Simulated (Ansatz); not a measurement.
B(I)2(OMe) (CH3BI2O), SMILES COB(I)I.

The structure is a stationary point at r2SCAN-D4/def2-SVP. The def2 effective core potentials stand for the cores of I; spin–orbit coupling is left out. One conformer was computed; it need not be the lowest.

Two levels are set side by side: PBE/def2-SVPD (Ansatz, a quantum-chemistry and plane-wave program) and CAM-B3LYP/def2-SVPD (Ansatz). Energy differences of separate SCF runs at the same geometry; the states with an electron removed or added have multiplicity 2 and 2. Differences are taken from unrounded values.

```csv
quantity,CAM-B3LYP,PBE,PBE minus CAM-B3LYP
vertical ionisation energy (eV),9.44,8.92,-0.52
vertical singlet–triplet gap (eV),5.02,4.53,-0.49
```
